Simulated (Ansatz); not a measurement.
A nudged elastic band was laid between two geometries of C2H6OSi (10 atoms, charge 0, multiplicity 1).

Theory: Ansatz 0.2.0, RKS CAM-B3LYP-D4/def2-SVP.

```yaml
movable_images: 7
climbing_image: yes
spring: 5.0 eV/Å²
optimiser: quadratic models (default)
start_path: through a guess of the saddle point
force_threshold: 0.05 eV/Å
iteration_limit: 60
end_points: relaxed
```

Initial state:

```xyz
10
Properties=species:S:1:pos:R:3
C -0.294 0.760 -1.269
O 0.078 -0.585 -1.178
C 0.292 -1.060 0.060
Si 0.196 -0.306 1.618
H -0.436 0.999 -2.331
H 0.490 1.416 -0.846
H -1.237 0.947 -0.721
H 0.576 -2.118 0.027
H 0.503 -1.157 2.782
H -0.167 1.104 1.858
```

Final state:

```xyz
10
Properties=species:S:1:pos:R:3
C -0.295 0.760 -1.269
O 0.078 -0.586 -1.178
C 0.292 -1.059 0.060
Si 0.197 -0.306 1.618
H -0.436 0.998 -2.331
H 0.489 1.416 -0.846
H -1.238 0.947 -0.722
H 0.577 -2.117 0.027
H -0.171 1.103 1.857
H 0.506 -1.156 2.783
```

Task: Which bonds break or form, and what moves?

Result: No bond is made or broken. The dihedral O2–C3–Si4–H10 goes from 0 to 180°. The two ends are copies of one structure, up to a mirror image or an exchange of like atoms.

Task: Give the energies along the band, and the barrier.

Result: The forces met the threshold. The highest image is number 4 of 0 to 8, 1.33 eV above the ends, which have the same energy within 2 meV. A vibrational analysis at the climbing image gives one clearly imaginary mode, 356i cm⁻¹: a first-order saddle point.

```csv
image,path coordinate (Å),energy (eV),dihedral O2–C3–Si4–H10 (°)
0,0.00,0.00,0
1,0.78,0.15,-10
2,1.57,0.56,-6
3,2.35,1.09,11
4,3.13,1.33,45
5,3.91,1.09,88
6,4.69,0.57,123
7,5.47,0.15,154
8,6.25,0.00,180
```

Task: What is the geometry of the highest image?

Result: 
```xyz
10
Properties=species:S:1:pos:R:3
C -0.114 0.800 -1.012
O -0.053 -0.635 -0.974
C 0.062 -1.273 0.125
Si 0.188 -0.646 1.986
H -0.210 1.061 -2.071
H 0.800 1.212 -0.566
H -0.976 1.140 -0.425
H 0.084 -2.350 -0.129
H 1.200 0.391 1.445
H -0.980 0.300 1.621
```

Task: What are the harmonic wavenumbers there?

Result: 356i, 128, 267, 298, 436, 571, 607, 778, 898, 958, 1006, 1178, 1183, 1414, 1436, 1448, 1460, 1559, 1934, 1956, 3079, 3088, 3195, 3224 cm⁻¹.

The run took 4.2 min on 2 threads of Arm Neoverse V1, on a shared host, peak memory 0.2 GiB.
